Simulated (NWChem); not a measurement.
Species: CH₄MgO₂; SMILES [OH][Mg][O]C

```xyz
8

Mg     0.0000     0.0000    -0.7076
O      0.0000     0.0000    -2.4664
H      0.0000     0.0000    -3.4163
O      0.0000     0.0000     1.0612
C      0.0000     0.0000     2.4320
H      0.6691     0.7784     2.8523
H     -1.0087     0.1903     2.8523
H      0.3395    -0.9687     2.8523
```
Atoms are numbered in this order, from 1.

Computed with NWChem. Coordinates come from a PBE0/def2-SVP optimisation. Total energies compare along this basis series because the functional is fixed.

| level | basis functions | energy (Ha) | highest occupied level (eV) | orbital gap (eV) | dipole (D) |
|---|---|---|---|---|---|
| PBE0/cc-pVDZ | 80 | -390.7880 | … | 5.90 | … |
| PBE0/aug-cc-pVDZ | 132 | -390.8171 | -7.07 | 5.93 | 0.54 |
| PBE0/cc-pVTZ | 180 | -390.8670 | -6.99 | 6.00 | 0.69 |
| PBE0/aug-cc-pVTZ | 280 | -390.8748 | -7.09 | 5.97 | 0.56 |

Question: Fill in the missing entries.

Answer: 
- PBE0/cc-pVDZ, highest occupied level (eV): -6.77
- PBE0/cc-pVDZ, dipole (D): 0.74
